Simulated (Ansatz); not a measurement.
CH6BNSi can be A, `BN1C[SiH2]1`, or B, `C=NB[SiH3]`.

Calculated with Ansatz (gas phase, PBE0-D4/def2-TZVP geometries, no zero-point term in ΔE). CCSD(T)/CBS is the MP2 limit (def2-TZVPP, def2-QZVPP) plus CCSD(T) − MP2 in def2-TZVPP, frozen cores. DFT in def2-TZVPP. B3LYP here is the variant with VWN-RPA as its local correlation; programs differ in this. One conformer a species, not always the lowest.

(1) Which is lower in electronic energy at CCSD(T)/CBS, and by how much? (An estimate is asked.)

(2) Give E(B) − E(A) in kJ/mol with CCSD(T)/def2-TZVPP, BLYP-D4, B2PLYP, ωB97M-V, PBE0-D4, r2SCAN-D4, B3LYP. (An estimate is asked.)

(3) Does the order hold for the free energy at 298.15 K (harmonic terms from PBE0-D4)? (Best estimate.)

Largest T1 diagnostic: 0.017.

## Answers

(1) The calculation gave: A, by 12.7 kJ/mol.

(2) Ansatz gave: CCSD(T)/def2-TZVPP 8.3, BLYP-D4 -16.2, B2PLYP 5.4, ωB97M-V 18.2, PBE0-D4 8.0, r2SCAN-D4 3.3, B3LYP -6.2. The order is the other way round with BLYP-D4, B3LYP.

(3) Computed: Too close to call: G(B) − G(A) = +1.7 kJ/mol, for one conformer each.

Leaving LDA and LC-ωPBE aside and taking each functional with its dispersion term where it has one, the values, not all of them listed here, spread over 38.7 kJ/mol, from BLYP-D4 to PBE-QIDH. LDA lies +15.8 kJ/mol from PBE without D4. From r2SCAN to r2SCAN0 (25 % exact exchange), in def2-TZVPP and without D4, E(B) − E(A) moves by +11.4 kJ/mol.
